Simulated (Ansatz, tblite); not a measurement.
Forces on Ti₂O₄⁻ at its PBE-D4/def2-SVPD geometry. Total charge -1; doublet.

The xTB rows come from tblite. The structure holds 2 bond(s) between oxygen atoms. At PBE-D4/def2-TZVPD the charge -1 doublet is spin-contaminated (final ⟨S²⟩ up to 2.03, 0.75 for a pure state). At PBE-D4/def2-TZVPD the highest occupied level of the charge -1 doublet lies above zero (up to 0.28 eV). It is a level of β spin, whose loss leaves a triplet; that state wasn't run at this geometry and level. The electron is either unbound and held by the finite basis, or the level is raised by self-interaction error. No other spin state of charge -1 was run. The geometry of the doublet was relaxed on an unsound state (⟨S²⟩ 1.99, where a pure state has 0.75). Another isomer (doublet) lies 11.43 eV lower at PBE0-D4/def2-TZVPD; other spin states weren't run for this one.

GFN1-xTB (tblite), largest force 2.56 eV/Å:

```xyz
6
positions Å, forces eV/Å
Ti   -0.986    0.264   -0.976    0.840    1.186    0.383
Ti    0.962   -0.280    0.965   -0.754   -1.202   -0.311
O     2.129   -1.048    2.262   -1.928   -0.710   -1.520
O     1.142   -1.957    1.656    1.302    2.033    0.539
O    -1.130    1.954   -1.637   -1.307   -1.951   -0.594
O    -2.116    1.068   -2.271    1.846    0.645    1.503
```

GFN2-xTB (tblite), largest force 1.87 eV/Å:

```
Ti -0.219 0.118 -0.245
Ti 0.278 -0.147 0.296
O -1.410 -0.204 -1.211
O 0.612 0.661 0.346
O -0.580 -0.560 -0.361
O 1.318 0.132 1.175
```

PBE-D4/def2-TZVPD (Ansatz), largest force 0.11 eV/Å:

```
Ti -0.035 0.062 -0.050
Ti 0.029 -0.086 0.054
O 0.043 0.059 0.020
O -0.013 -0.057 0.006
O 0.014 0.078 -0.011
O -0.038 -0.057 -0.018
```
